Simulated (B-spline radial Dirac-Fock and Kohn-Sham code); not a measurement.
# Photoabsorption cross section of Pb by shell

System: neutral lead in the configuration [Xe] 4f14 5d10 6s2 6p2.

Input file task.json (cfg lists n, l and occupation; rrms is the nuclear radius in fm):

```json
{"items": [{
  "Z": 82,
  "q": 0,
  "cfg": [[1, 0, 2], [2, 0, 2], [2, 1, 6], [3, 0, 2], [3, 1, 6], [3, 2, 10], [4, 0, 2], [4, 1, 6], [4, 2, 10], [4, 3, 14], [5, 0, 2], [5, 1, 6], [5, 2, 10], [6, 0, 2], [6, 1, 2]],
  "A": 208,
  "rrms": 5.5012,
  "do": ["binding", "quiet", "photo"],
  "hv": [45.1, 58.2, 120.0, 235.0, 312.0, 347.0, 358.0, 478.0, 794.0, 830.0, 1140.0, 1390.0, 1430.0, 2140.0, 6370.0, 8440.0, 9730.0, 13100.0, 13400.0, 32700.0, 42000.0, 153000.0, 154000.0]
}]}
```

Run with: `python xray_run.py task.json out`

Model: the independent-particle Dirac-Slater model, thresholds from Dirac-Fock. Program: a radial atomic solver.

Computed thresholds (eV): K 88006.4, L1 15874.3, L2 15206.2, L3 13041.8, M1 3864.9, M2 3566.5, M3 3078.5, M4 2593.8, M5 2491.7, N1 906.5, N2 777.0, N3 656.8, N4 445.9, N5 423.5, N6 148.3, N7 143.4, O1 161.4, O2 115.5, O3 93.33, O4 27.71, O5 25.15, P1 14.59, P2 7.16, P3 5.65.

```
photon energy (eV)  total (b)  K (%)  L (%)  M (%)  N (%)  O (%)  P (%)  tabulated (b)
              45.1  5.077e+07      –      –      –      –   99.4    0.6              –
              58.2  2.888e+07      –      –      –      –   99.4    0.6              –
               120  2.875e+06      –      –      –      –   98.5    1.5              –
               235  2.497e+06      –      –      –   81.6   17.6    0.7              –
               312  4.936e+06      –      –      –   92.4    7.3    0.3              –
               347  5.229e+06      –      –      –   93.2    6.5    0.2              –
               358  5.246e+06      –      –      –   93.4    6.4    0.2              –
               478  4.771e+06      –      –      –   94.0    5.9    0.2              –
               794  2.633e+06      –      –      –   93.4    6.4    0.1              –
               830  2.445e+06      –      –      –   93.3    6.6    0.1              –
              1140  1.411e+06      –      –      –   92.4    7.4    0.2      1.383e+06
              1390     953700      –      –      –   91.7    8.1    0.2         936700
              1430     900200      –      –      –   91.6    8.2    0.2         886000
              2140     382900      –      –      –   90.1    9.7    0.2         377600
              6370     137200      –      –   78.5   18.6    2.8    0.1         136100
              8440      67110      –      –   78.2   18.7    3.0    0.1          66780
              9730      46570      –      –   78.0   18.8    3.1    0.1          46370
             13100      53870      –   60.0   31.1    7.5    1.3    0.1              –
             13400      50800      –   60.0   31.1    7.5    1.3    0.1          50510
             32700       7887      –   76.1   18.4    4.6    0.9    0.0           7882
             42000       4025      –   76.3   18.2    4.6    0.9    0.1           4024
            153000      588.0   80.3   15.1    3.5    0.9    0.2    0.0          592.7
            154000      577.9   80.3   15.1    3.5    0.9    0.2    0.0          582.6
```

Tabulated values: Elam, Ravel and Sieber (2002) photoabsorption table (xraylib 4.2).

Q: With what power of the photon energy does the total fall between 153000 and 154000 eV?

A: As E^-2.65. The non-relativistic Born limit for an s electron far above threshold is E^-3.5; near threshold and at relativistic energies the fall is slower.

Run: 3.8 s of CPU time on 1 thread of Intel(R) Xeon(R) 6975P-C (shared host), peak memory 0.48 GiB.
